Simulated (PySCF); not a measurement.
Gas-phase reaction: 6 CH₃SiH ⇌ 5 SiH₃ + SiH₄ + C₆H₅ (phenyl)

Computed with PySCF (xtb for GFN2) and rigid-rotor harmonic-oscillator thermochemistry at 1 bar. † marks an energy on the PBE0/def2-TZVP geometry and frequencies; other levels use their own. 6-31G* has spherical d functions here. Open shells (unrestricted): SiH₃ (multiplicity 2), C₆H₅ (phenyl) (multiplicity 2); the rest are closed-shell singlets. GFN2 has no spin-polarisation term. B3LYP is the form with VWN-RPA correlation. CH₃SiH: computed as isolated molecules; such fragments, hydroxides, amides, oligomers or adducts are transient or little studied in the gas. The harmonic model lacks anharmonicity and excited electronic states, which grow with temperature; levels with a mode under 35 cm⁻¹ are left out. Internal rotation in CH₃SiH is treated as a harmonic vibration of one conformer, which makes the entropy rough.

```csv
level,"ΔE electronic, kJ","ΔH°(298 K), kJ","ΔS°(298 K), J/K","ΔG°(1200 K), kJ"
B3LYP/6-31G*,118,46,21,24
BLYP/def2-TZVP†,118,50,11,43
GFN2-xTB,3,-79,43,-147
PBE/def2-SVP,67,1,1,6
PBE0/def2-QZVP†,88,20,11,13
LDA/def2-TZVP†,156,87,11,81
```
ΔH° is lowest at GFN2-xTB and highest at LDA/def2-TZVP†. No reference value is set beside these.
